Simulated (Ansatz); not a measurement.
A CCSD(T) single point on `[CH3][Al]([Cl])[N]=C=O`.

```yaml
crystal:
  periodic: [false, false, false]
  atoms:
    - {symbol: C, position_ang: [0.690414, -1.301747, -0.923852]}
    - {symbol: Al, position_ang: [0.238505, -0.233133, 0.614123]}
    - {symbol: Cl, position_ang: [0.831507, -0.739558, 2.554254]}
    - {symbol: N, position_ang: [-0.709345, 1.244656, 0.450812]}
    - {symbol: C, position_ang: [-1.337944, 2.260808, 0.499030]}
    - {symbol: O, position_ang: [-1.952474, 3.250006, 0.527990]}
    - {symbol: H, position_ang: [1.285843, -0.718695, -1.632694]}
    - {symbol: H, position_ang: [1.256790, -2.194501, -0.653999]}
    - {symbol: H, position_ang: [-0.214796, -1.613937, -1.452765]}
basis:
  gaussian: {orbitals: def2-TZVPP}
correlation: {method: ccsd_t}
output: {orbitals: {seedname: orbitals}}
```

```sh
$ ansatz run in.yaml --threads 4 --pin off --events-out ev --progress --plain --max-ram 10444MiB
```

Log, shortened:

```
Functional definition: HF
1516 factors; integrals over basis functions are off by at most 1.0e-3 eV
mean field evaluation 1: about -24716.6684 eV, gradient 4.5e1 eV
mean field evaluation 2: about -24716.9319 eV, gradient 4.5e1 eV
mean field evaluation 4: about -24720.9522 eV, gradient 4.1e0 eV
mean field evaluation 8: about -24721.0159 eV, gradient 3.3e-1 eV
mean field -24721.01626906 eV, -908.4805913814 hartree, gradient 5.6e-6 eV, S^2 0.000000; 0 other end points of the search recorded, 0 dependent functions left out
14 core orbitals not correlated: weight in the atoms' cores, before any rotation towards them, 1.000 or more for the frozen orbitals, at most 0.000 for the correlated occupied ones
reference -24721.01626906 eV, -908.4805913814 hartree; 16, 16 occupied and 220, 220 virtual orbitals, 1516 factors
second order -27.08184915 eV of doubles, -0.00000000 eV of singles
cycle   1  -26.98209287 eV  change    1.0e-1 eV  update   1.3e-1
cycle   2  -27.66493137 eV  change   -6.8e-1 eV  update   4.3e-2
cycle   3  -27.83777290 eV  change   -1.7e-1 eV  update   1.9e-2
cycle   4  -27.82401198 eV  change    1.4e-2 eV  update   4.5e-3
cycle   5  -27.82068253 eV  change    3.3e-3 eV  update   1.8e-3
cycle   6  -27.82125068 eV  change   -5.7e-4 eV  update   5.5e-4
cycle   7  -27.82100360 eV  change    2.5e-4 eV  update   2.0e-4
cycle   8  -27.82092268 eV  change    8.1e-5 eV  update   6.4e-5
cycle   9  -27.82094400 eV  change   -2.1e-5 eV  update   3.1e-5
perturbative correction -1.28224532 eV, -0.0471216463 hartree
Total energy: -24750.11945838 eV, -909.5501138620 hartree
```

Run time 2.7 min (4 threads of an Arm Neoverse V1 on a shared host); peak host memory 5.2 GiB.

The correlation energy is -29.103 eV, 4.4 % of it from (T); the T1 diagnostic reads 0.0137.
